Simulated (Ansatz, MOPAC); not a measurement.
System: BNH3 (charge 0, doublet). SMILES: [BH]N

Atoms: B1, N2, H3, H4, H5. Bonds: B1-N2, B1-H3, N2-H4, N2-H5.

Bond lengths (Å) and angles (degrees) optimised at AM1 with MOPAC; PM6 with MOPAC; MNDO with MOPAC; HF/6-31G* with Ansatz (a quantum-chemistry and plane-wave program), each started from the B3LYP-D3(BJ)/def2-TZVP structure (Ansatz) of the last column. A row stands for all coordinates that are equal there. 6-31G* holds six Cartesian d functions. No wavenumbers were computed at MNDO, so these may be saddle points.

```tsv
coordinate	AM1	PM6	MNDO	HF/6-31G*	B3LYP-D3(BJ)/def2-TZVP
B1-N2	1.318	1.369	1.357	1.383	1.375
B1-H3	1.203	1.179	1.167	1.191	1.191
N2-H4	0.989	1.002	1.000	0.998	1.013
N2-H5	0.986	1.001	0.996	0.996	1.008
N2-B1-H3	131.5	132.4	129.5	123.4	125.4
B1-N2-H4	125.1	127.0	126.6	123.4	123.8
B1-N2-H5	119.3	119.3	121.4	123.2	123.3
H4-N2-H5	115.6	113.6	112.1	113.4	112.9
```

Mean signed difference of all 4 bond lengths from B3LYP-D3(BJ)/def2-TZVP: AM1 -0.023 Å, PM6 -0.009 Å, MNDO -0.017 Å, HF/6-31G* -0.005 Å.
